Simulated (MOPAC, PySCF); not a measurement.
C$_{6}$H$_{17}$NSi, SMILES `CC[Si](N)(CC)CC`, neutral singlet in the gas phase. 

Z-matrix (Å, degrees):
```
Si
N 1 1.7502
H 2 1.0159 1 118.39
H 2 1.0162 3 109.51 1 -141.53
C 1 1.8903 2 108.18 3 157.59
H 5 1.1046 1 107.62 2 -69.62
H 5 1.1050 6 106.07 1 115.92
C 5 1.5351 6 109.84 7 118.95
H 8 1.1025 5 112.16 6 -58.70
H 8 1.1026 9 107.10 5 -122.06
H 8 1.1029 9 107.10 10 -114.96
C 1 1.8903 2 106.34 3 38.26
H 12 1.1044 1 107.69 2 58.23
H 12 1.1054 13 105.65 1 115.71
C 12 1.5346 13 110.39 14 118.71
H 15 1.1024 12 112.08 13 -57.33
H 15 1.1024 16 107.20 12 122.72
H 15 1.1025 16 107.17 17 114.59
C 1 1.8991 2 112.76 3 -82.06
H 19 1.1052 1 109.02 2 -177.58
H 19 1.1055 20 105.43 1 -115.72
C 19 1.5338 20 110.49 21 -118.73
H 22 1.1025 19 112.55 20 61.10
H 22 1.1028 23 107.20 19 122.91
H 22 1.1030 23 107.46 24 114.69
```
Charge 0, multiplicity 1.

All levels are single points at this geometry (B3LYP-D3(BJ)/def2-SVP); Pople sets use spherical d functions. Orbital energies aren't observables, and empty levels follow the basis.

| level | HOMO (eV) | LUMO (eV) | gap (eV) | dipole (D) | vertical IE, Delta-SCF (eV) |
|---|---|---|---|---|---|
| B3LYP-D3(BJ)/def2-TZVP in PySCF | -6.62 | 0.46 | 7.08 | 0.66 | 8.61 |
| PBE-D3(BJ)/def2-TZVP in PySCF | -5.47 | -0.03 | 5.44 | 0.63 | 8.23 |
| B3LYP/3-21G in PySCF | -5.92 | 2.18 | 8.10 | 0.98 | – |
| B3LYP/6-311+G** in PySCF | -6.63 | -0.27 | 6.36 | 0.66 | – |
| B3LYP/6-31G* in PySCF | -6.25 | 1.61 | 7.85 | 0.79 | 8.38 |
| B3LYP/LANL2DZ in PySCF | -6.21 | 1.85 | 8.06 | 0.96 | – |
| BP86/6-31G* in PySCF | -5.17 | 0.95 | 6.12 | 0.78 | – |
| M06-2X/6-31G* in PySCF | -7.87 | 2.59 | 10.46 | 0.82 | – |
| PBE/6-31G* in PySCF | -5.06 | 0.98 | 6.04 | 0.77 | 7.98 |
| SVWN5/6-31G* in PySCF | -5.15 | 0.75 | 5.90 | 0.79 | 8.08 |
| HF/STO-3G in PySCF | -7.77 | 13.34 | 21.10 | 0.78 | – |
| PM3 in MOPAC | -8.66 | 0.95 | 9.61 | 0.64 | – |
| PM6 in MOPAC | -9.07 | 1.30 | 10.37 | 1.17 | – |
